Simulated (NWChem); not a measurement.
Species: C2H4BF2N; SMILES C/C=N/B(F)F

```xyz
10

C     -0.7312    -2.2394     0.0000
C      0.5866    -1.5089     0.0000
N      0.7587    -0.2626     0.0000
B      0.0935     0.9710     0.0000
F     -0.1786     1.6089     1.1404
F     -0.1786     1.6089    -1.1404
H     -1.5754    -1.5445     0.0000
H     -0.7976    -2.8916    -0.8806
H     -0.7976    -2.8916     0.8806
H      1.4740    -2.1590     0.0000
```
Atoms are numbered in this order, from 1.

All runs: NWChem. Medium grid unless said otherwise, to which SCAN and Minnesota functionals are sensitive. Structure relaxed at the B3LYP/6-31G* (spherical d) level.

Q: Order these by “dipole (D)”, lowest first: PW6B95/def2-SVP; BLYP/def2-SVP; B3LYP/def2-SVP.

A: BLYP/def2-SVP (3.31), B3LYP/def2-SVP (3.50), PW6B95/def2-SVP (3.56)
